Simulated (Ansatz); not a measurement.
# Energy profile

The step: SiH₄ + NH₃ → SiNH₅ ([NH2][SiH3]) + H₂; bonds formed: Si1–N7, H2–H6; bonds broken: Si1–H2, H6–N7 (atoms numbered as in the saddle structure below).

Si1  (-0.015, -0.044, 0.822)
H2  (1.636, 0.055, -0.057)
H3  (0.482, -1.339, 1.345)
H4  (-1.486, -0.109, 1.185)
H5  (0.401, 1.219, 1.479)
H6  (0.862, 0.076, -0.934)
N7  (-0.327, 0.044, -1.030)
H8  (-0.802, 0.877, -1.361)
H9  (-0.750, -0.779, -1.448)
(Å)

Electronic energies by CCSD(T) at an estimated basis limit (MP2 extrapolated from triple and quadruple zeta, plus CCSD(T) − MP2 in triple zeta), on PBE0-D4/def2-TZVP structures; SiNH$_{7}$, closed shell; no counterpoise correction. Ansatz 0.2.0; basis: def2-TZVPP and def2-QZVPP; cores frozen in the correlated methods. Extrapolation: Hartree–Fock as exp(−7.88 √X), correlation as X^−2.97.

(1) Give the profile in kJ/mol, counted from the separated reactants. (An estimate is asked for; the value comes from the calculation.)

The T1 diagnostic stays at or below 0.012.

Results:

(1) The calculation gives:
| point | kJ/mol |
| --- | --- |
| separated: SiH$_{4}$ (Si1, H2, H3, H4, H5; singlet) + NH$_{3}$ (H6, N7, H8, H9; singlet) | 0.0 |
| start structure | -8.3 |
| saddle | 188.5 |
| end structure | -22.6 |
| separated: SiNH$_{5}$ (linked as [NH2][SiH3]; Si1, H3, H4, H5, N7, H8, H9; singlet) + H$_{2}$ (H2, H6; singlet) | -20.5 |

For scale, one of the runs: CCSD(T)/def2-TZVPP, 171 basis functions, launched by `ansatz run in.yaml --threads 2 --pin off --events-out ev --progress --plain --max-ram 4352MiB`. The run took 7.5 s on 2 CPU threads of an Intel Xeon 6975P-C (shared host), with 1.6 GiB of host memory at its peak.
